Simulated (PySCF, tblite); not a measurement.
Isomers of C6H12SSi. Method: GFN2-xTB as coded in tblite; computed harmonic values from a numerical Hessian at the method's own geometry, unscaled. The method is semi-empirical: single wavenumbers can be off by several per cent or more. Modes of hydrogen on silicon can be 10 to 20 % off. One conformer each.

Electronic energies: PBE0/pcSseg-1 single points on the GFN2-xTB geometries (PySCF, gas phase).

```tsv
SMILES	electronic energy, lowest = 0 (kcal/mol)
C=C(C)[C@@H]1[SiH2][C@H]1SC	25.4
C=C(C)S[SiH2]C1CC1	0.0
C=C(C)/C(C)=C\S[SiH3]	2.8
```

Question: How do GFN2-xTB zero-point energies change the relative energies?

Answer: 
```tsv
SMILES	ZPE (kcal/mol)	of it from modes above 1550 cm⁻¹	electronic (kcal/mol)	with ZPE, lowest = 0 (kcal/mol)	lowest mode (cm⁻¹)	rings
C=C(C)S[SiH2]C1CC1	99.3	52.8	0.0	0.0	26	1
C=C(C)/C(C)=C\S[SiH3]	97.5	53.9	2.8	0.9	10	0
C=C(C)[C@@H]1[SiH2][C@H]1SC	98.2	52.7	25.4	24.2	41	1
```

The zero-point energies span 1.8 kcal/mol, from `C=C(C)/C(C)=C\S[SiH3]` to `C=C(C)S[SiH2]C1CC1`. The order is unchanged.

Question: And how do the electronic energies of GFN2-xTB itself compare?

Answer: `C=C(C)S[SiH2]C1CC1` 7.1; `C=C(C)/C(C)=C\S[SiH3]` 0.0; `C=C(C)[C@@H]1[SiH2][C@H]1SC` 39.4 kcal/mol, lowest = 0. Against the energies above, taken from the same isomer `C=C(C)S[SiH2]C1CC1`, the largest difference is 9.9 kcal/mol.
